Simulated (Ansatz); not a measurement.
Al6N7H20, a cluster cut from zinc blende AlN (hydrogen-capped), relaxed as a doublet with UKS PBE-D4/def2-SVP in Ansatz, starting from the PBE-D4/def2-SVP geometry of the charge +1 singlet. Force threshold 0.03 eV/Å.

Start:

Cartesian coordinates in Å:
```
N -2.470 -1.250 -0.466
N 1.612 2.845 0.605
N -0.218 0.027 -2.002
N -1.019 1.158 0.776
N -0.674 -1.668 1.971
N 1.638 -0.282 0.468
N 0.191 -2.691 -0.776
Al -0.323 2.934 0.238
Al -1.735 0.568 -0.896
Al -1.353 -2.583 0.394
Al 2.646 1.325 -0.105
Al 1.232 -1.039 -1.240
Al 0.241 0.079 1.709
H -2.882 -1.641 -1.331
H -3.314 -1.086 0.112
H 1.802 2.981 1.614
H 2.021 3.692 0.172
H -0.552 -0.402 -2.881
H 0.225 0.912 -2.316
H -1.790 1.384 1.429
H -1.442 -1.532 2.653
H -0.032 -2.294 2.488
H 2.350 -0.860 0.950
H -0.070 -3.163 -1.659
H 0.876 -3.357 -0.377
H -0.466 2.766 -1.373
H -1.026 4.105 1.055
H -2.925 1.351 -1.592
H -2.069 -3.968 0.694
H 2.296 1.269 -1.692
H 4.134 1.308 0.458
H 2.388 -1.527 -2.208
H 0.707 0.637 3.128
```

| step | energy (eV) | largest force component (eV/Å) | SCF passes |
| --- | --- | --- | --- |
| 1 | -50295.9194 | 0.670 | 25 |
| 2 | -50296.1038 | 0.268 | 27 |
| 3 | -50296.1441 | 0.120 | 26 |
| 4 (rejected) | -50296.1389 | 0.201 | 25 |
| 5 | -50296.1600 | 0.053 | 25 |
| 6 | -50296.1635 | 0.041 | 22 |
| 7 (rejected) | -50296.0816 | 0.920 | 24 |
| 8 | -50296.1653 | 0.019 | 22 |

Force components are those of the run's own axes.

End:

Cartesian coordinates in Å:
```
N -2.528 -1.325 -0.460
N 1.617 2.835 0.698
N -0.234 0.002 -2.014
N -1.014 1.200 0.700
N -0.652 -1.630 1.993
N 1.657 -0.247 0.390
N 0.160 -2.781 -0.772
Al -0.294 2.961 0.204
Al -1.771 0.444 -0.891
Al -1.349 -2.583 0.436
Al 2.648 1.367 -0.136
Al 1.148 -1.137 -1.231
Al 0.237 0.090 1.624
H -2.819 -1.771 -1.372
H -3.421 -1.193 0.078
H 1.732 2.827 1.725
H 2.062 3.718 0.401
H -0.587 -0.466 -2.877
H 0.210 0.891 -2.333
H -1.789 1.410 1.360
H -1.427 -1.465 2.675
H 0.018 -2.248 2.507
H 2.358 -0.838 0.878
H -0.217 -3.180 -1.674
H 0.839 -3.499 -0.417
H -0.307 3.021 -1.411
H -0.995 4.108 1.084
H -2.883 1.344 -1.602
H -2.044 -3.959 0.864
H 2.423 1.544 -1.727
H 4.126 1.333 0.494
H 2.357 -1.495 -2.212
H 0.740 0.720 3.016
```

By distances, no bond broke or formed. The bond that changes most is N7–Al12, from 2.01 to 1.97 Å (atoms count from 1).

No frequencies were taken in this run, so the end may be a saddle point.

Hardware: 2 threads of AMD EPYC 7R13 on a shared host and a share (18 GiB) of an NVIDIA H100 80GB HBM3. Wall time 44 s, peak host memory 1 GiB.
